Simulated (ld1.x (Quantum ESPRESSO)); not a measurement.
**Before and after: TM potential for Sc**

```json
{
 "Element": "Sc (Z = 21)",
 "Generator": "ld1.x (Quantum ESPRESSO) 7.5",
 "Type": "norm-conserving Troullier–Martins (Kleinman–Bylander form)",
 "Functional": "Wu–Cohen",
 "Relativity": "scalar-relativistic",
 "Frozen core": "[Ne]",
 "Valence charge": "11",
 "Reference configuration": "3s2 3p6 3d1 4s0 4p0 (charge +2)",
 "Partial waves": "3p (bound): rc 1.30 bohr; 3d (bound): rc 2.90 bohr; 3s (bound): rc 1.35 bohr",
 "Local potential": "the s channel",
 "Core correction": "Bessel-smoothed model core inside 0.65 bohr"
}
```

All-electron outer shells of the reference configuration (Wu–Cohen, scalar-relativistic, ld1.x):

| shell | level (eV) | outermost node (bohr) | outermost maximum (bohr) |
| --- | --- | --- | --- |
| 2p | -403.73 | – | 0.23 |
| 3s | -70.26 | 0.42 | 0.92 |
| 3p | -48.90 | 0.39 | 0.97 |
| 3d | -17.87 | – | 1.07 |
| 4s | -15.68 | 1.31 | 2.77 |
| 4p | -11.59 | 1.45 | 3.26 |

Change: wave 3s (bound): rc 1.35 bohr becomes 3s (bound): rc 0.86 bohr.

Cutoffs: the cutoffs (Ry, on a coarse ladder) from which the occupation-weighted sum of valence levels, in a spherical-Bessel basis at the reference potential, stays within 10 and 1 mRy of its value at 400 Ry; they do not see the model core or the augmentation charge, which bear on the density cutoff. Errors are all-electron minus pseudo energies relative to the spin-unpolarised reference configuration.

Problem. Predict the effect on cutoff, ghosts and configuration errors.

Solution. The potential gets harder (70 Ry and 100 Ry → 110 Ry and 230 Ry); of the 7 tests that both files solve, the error grows in 0 and shrinks in 6 by more than 15 % and 0.3 meV (median size 177.9 → 32.3 meV); the range in which the s phases agree widens (upper end -1.5 → 2.1); neither file shows a bound ghost. A smaller radius makes the pseudo-wave follow the all-electron one further in, where it bends more sharply, so more plane waves are needed. Less of the atom is replaced, so other configurations are described better.

| quantity | base | changed |
| --- | --- | --- |
| cutoff, loose | 70 Ry | 110 Ry |
| cutoff, tight | 100 Ry | 230 Ry |
| loose cutoff by channel (10 mRy a level) | p 30 Ry, d 30 Ry, s 40 Ry | p 30 Ry, d 30 Ry, s 100 Ry |
| bound ghosts | none | none |
| error for 3s2 3p6 3d1 4s2 4p0, meV [ΔE -19.49 eV] | +253 | +44 |
| error for 3s2 3p6 3d1 4s1 4p0, meV [ΔE -12.59 eV] | +178 | +32 |
| error for 3s2 3p6 3d0 4s0 4p0, meV [ΔE 24.86 eV] | +398 | +396 |
| error for 3s2 3p6 3d1 4s0 4p2, meV [ΔE -13.80 eV] | +43 | +7.8 |
| error for 3s2 3p6 3d1 4s0 4p1, meV [ΔE -9.17 eV] | +34 | +7.3 |
| error for 3s1 3p6 3d1 4s2 4p0, meV [ΔE 42.35 eV] | +503 | +29 |
| error for 3s2 3p6 3d2 4s1 4p0, meV [ΔE -17.83 eV] | +119 | +37 |
| s: phases at 3.16 bohr within 0.05 rad from the reference energy up to (Ry; the scan ends near 5) | -1.5 | 2.1 |
| p: phases at 3.16 bohr within 0.05 rad from the reference energy up to (Ry; the scan ends near 5) | 2.4 | 2.9 |
| d: phases at 3.16 bohr within 0.05 rad from the reference energy up to (Ry; the scan ends near 5) | -0.3 | -0.3 |
